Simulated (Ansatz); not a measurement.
The input (input.yaml):

```yaml
crystal:
  periodic: [false, false, false]
  atoms:
    - { symbol: B, position_ang: [0.360518, 1.691918, -0.141443] }
    - { symbol: C, position_ang: [0.090074, 0.335907, 0.028204] }
    - { symbol: C, position_ang: [0.301888, -0.497767, 1.283462] }
    - { symbol: C, position_ang: [-0.482632, -0.390419, -1.183352] }
    - { symbol: H, position_ang: [0.572716, 2.841801, -0.337315] }
    - { symbol: H, position_ang: [-0.285465, -0.128546, 2.140767] }
    - { symbol: H, position_ang: [1.357673, -0.523609, 1.601149] }
    - { symbol: H, position_ang: [-0.006298, -1.541475, 1.10917] }
    - { symbol: H, position_ang: [-0.615163, 0.260826, -2.062749] }
    - { symbol: H, position_ang: [0.177828, -1.222432, -1.489922] }
    - { symbol: H, position_ang: [-1.47113, -0.826191, -0.947971] }
basis:
  gaussian: { orbitals: def2-SVP }
hamiltonian:
  xc: b3lyp
phonons: {}
```

Run as:

```bash
$ ansatz run input.yaml --threads 1 --pin off --max-ram 2048MiB --backend cpu --events-out ev --progress --plain --runs-dir out
```

Hardware: 1 thread of Intel(R) Xeon(R) Processor @ 2.50GHz (Skylake/Cascade Lake) (shared host).

Question: Roughly how long does this run take, and how much memory?

Answer: 5.8 min, with a peak of 0.18 GiB, for 0 ionic steps.
